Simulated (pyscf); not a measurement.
**HO–GeH•–Cl, doublet**

Gas-phase minimum from PySCF at ωB97X-D3(BJ)/def2-SVP, one conformer. Other isomers of HO–GeH•–Cl were not searched in full and may lie lower. 

```
Ge
O 1 1.7748
H 2 0.9658 1 113.94
H 1 1.5507 2 104.55 3 -162.43
Cl 1 2.1752 4 108.44 2 -114.98
```
Charge 0, spin multiplicity 2.

Properties at ωB97X-D3(BJ)/def2-SVP:

* **Harmonic wavenumbers, unscaled**: 164, 294, 419, 619, 671, 725, 887, 2080, 3893 cm⁻¹
* **Zero-point energy**: 13.9 kcal/mol
* **Rotational symmetry number**: 1
* **Entropy of this conformer at 298 K and 1 atm, rigid rotor and harmonic oscillator, modes under 100 cm⁻¹ raised to 100**: 306.1 J/(mol K)
* **Dipole moment**: 1.33 D
* **Spin expectation value S2**: 0.754

Single-point totals, which compare only within one level (frozen core for MP2 and CC):

| level | total energy (hartree) |
|---|---|
| ωB97X-D3(BJ)/def2-TZVP | -2613.67587 |
| PBE/def2-TZVP | -2613.12692 |
| r²SCAN/def2-TZVP | -2613.63461 |
| B3LYP-D3(BJ)/def2-TZVP | -2613.77659 |
| PBE0-D3(BJ)/def2-TZVP | -2613.21727 |
| M06-2X/def2-TZVP | -2613.67202 |
| ωB97M-D3(BJ)/def2-TZVP | -2613.79267 |
| UHF/def2-TZVPP | -2610.98429 |
| MP2/def2-TZVPP | -2611.64671 |
| CCSD/def2-TZVPP | -2611.66647 |
| CCSD(T)/def2-TZVPP | -2611.69316 |

Soft torsions are taken as harmonic, which can shift the entropy by several J/(mol K). The CCSD(T) − MP2 part came from Ansatz, without density fitting, on the same reference. The frozen core leaves the outer d or s,p core shells of the metals and heavy elements correlated in the MP2 and CC values, and def2-TZVPP describes them poorly, so these totals are far from the basis limit. Elements up to Kr have no core potential and no relativistic terms here.
